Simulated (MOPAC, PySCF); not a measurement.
H3Al, SMILES `[AlH3]`, neutral singlet in the gas phase. 

Cartesian coordinates (Å):
SMILES: [AlH3]
```xyz
4

Al     0.0000     0.0000     0.0002
H      1.5796    -0.0507     0.0003
H     -0.8336    -1.3426     0.0003
H     -0.7459     1.3933    -0.0007
```
Charge 0, multiplicity 1.

All levels are single points at this geometry (B3LYP-D3(BJ)/def2-TZVP); Pople sets use spherical d functions. Orbital energies aren't observables, and empty levels follow the basis.

B3LYP/6-311+G** in PySCF gives dipole (D) = 0.00.

**Question.** Estimate the dipole (D) from each of these levels: TPSSh-D3(BJ)/def2-TZVP in PySCF; B3LYP/3-21G in PySCF; M06-2X/6-31G* in PySCF; HF/STO-3G in PySCF; PM3 in MOPAC.

**Answer.** 
| level | dipole (D) |
|---|---|
| TPSSh-D3(BJ)/def2-TZVP in PySCF | 0.00 |
| B3LYP/3-21G in PySCF | 0.00 |
| M06-2X/6-31G* in PySCF | 0.00 |
| HF/STO-3G in PySCF | 0.00 |
| PM3 in MOPAC | 0.00 |
